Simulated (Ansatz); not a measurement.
The cluster Nb₄ (the lowest singlet isomer of a short search). Charge 0, multiplicity 1. Geometry B3LYP-D4/def2-SVP, basis def2-TZVP, Ansatz.

```xyz
4

Nb    1.205   -0.773   -0.549
Nb   -0.152    1.320   -0.765
Nb   -1.270   -0.841   -0.174
Nb    0.217    0.294    1.489
```

```csv
run,HOMO (eV),LUMO (eV)
A,-3.95,-1.63
B,-3.44,-2.30
C,-3.55,-2.39
D,-3.99,-1.72
E,-4.80,-0.94
F,-3.94,-1.92
```

In the def2 sets Nb takes a core potential; there is no spin–orbit coupling. B3LYP takes the VWN-RPA correlation. The structure comes from a short search, and lower isomers may exist.

Task: The runs used B3LYP, BLYP, CAM-B3LYP, PBE, PBE0, r2SCAN0. Estimate which is which.

Result: A r2SCAN0 (25 % exact exchange); B BLYP (0 % exact exchange); C PBE (0 % exact exchange); D PBE0 (25 % exact exchange); E CAM-B3LYP (range-separated); F B3LYP (20 % exact exchange). Exact exchange lowers occupied and raises empty levels; among semilocal functionals meta-GGAs tend to open the gap a little, and such runs are hard to tell apart. The gap grows from 1.14 eV (BLYP) to 3.86 eV (CAM-B3LYP).
